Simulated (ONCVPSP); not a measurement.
## B (Z = 5): one change to an ONCV potential, before and after

```json
{
  "Element": "B",
  "Generator": "ONCVPSP 4.0.1",
  "Type": "optimised norm-conserving Vanderbilt (ONCV)",
  "Functional": "PBE",
  "Relativity": "scalar-relativistic",
  "Frozen core": "[He]",
  "Valence charge": "3",
  "Reference configuration": "2s1.5 2p1.5",
  "Partial waves": "2s: rc 1.60 bohr, ncon 4, nbas 9, qcut 3.7 1/bohr, 2 projectors, debl 2.9 Ha; 2p: rc 3.50 bohr, ncon 3, nbas 6, qcut 4.5 1/bohr, 2 projectors, debl 1.3 Ha",
  "Local potential": "polynomial inside 1.35 bohr (lpopt 5, dvloc0 1 Ha)",
  "Core correction": "none"
}
```

All-electron outer shells of the reference configuration (PBE, scalar-relativistic, ld1.x):

| shell | level (eV) | outermost node (bohr) | outermost maximum (bohr) |
| --- | --- | --- | --- |
| 1s | -181.19 | – | 0.21 |
| 2s | -9.69 | 0.46 | 1.52 |
| 2p | -3.84 | – | 1.57 |

Change: p: debl 5.

Cutoffs: the cutoffs (Ha) at which the residual kinetic energy of the hardest occupied pseudo-wave falls to 1 and 0.1 mHa per electron; they do not see the model core or the augmentation charge, which bear on the density cutoff. Errors are all-electron minus pseudo energies relative to the spin-unpolarised reference configuration.

Problem. What does the change do?

Solution. The potential gets neither clearly harder nor softer (13 Ha and 81 Ha → 13 Ha and 81 Ha); of the 4 tests that both files solve, the error grows in 2 and shrinks in 0 by more than 15 % and 0.3 meV (median size 103.4 → 104.0 meV); the range in which the p phases agree narrows (upper end 1.8 → -0.1); neither file shows a bound ghost.

| quantity | base | changed |
| --- | --- | --- |
| cutoff, loose | 13 Ha | 13 Ha |
| cutoff, tight | 81 Ha | 81 Ha |
| bound ghosts | none | none |
| GHOST(+) flags under 300 eV | none | none |
| error for 2s2 2p1, meV [ΔE -2.92 eV] | -6.3 | -7.5 |
| error for 2s2 2p0, meV [ΔE 5.30 eV] | +201 | +201 |
| error for 2s1 2p0, meV [ΔE 30.72 eV] | +601 | +601 |
| error for 2s1 2p2, meV [ΔE 2.93 eV] | -4.7 | -6.9 |
| s: phases at 1.63 bohr within 0.05 rad from the reference energy up to (Ha; the scan ends near 5) | 4.3 | 4.3 |
| p: phases at 3.54 bohr within 0.05 rad from the reference energy up to (Ha; the scan ends near 5) | 1.8 | -0.1 |
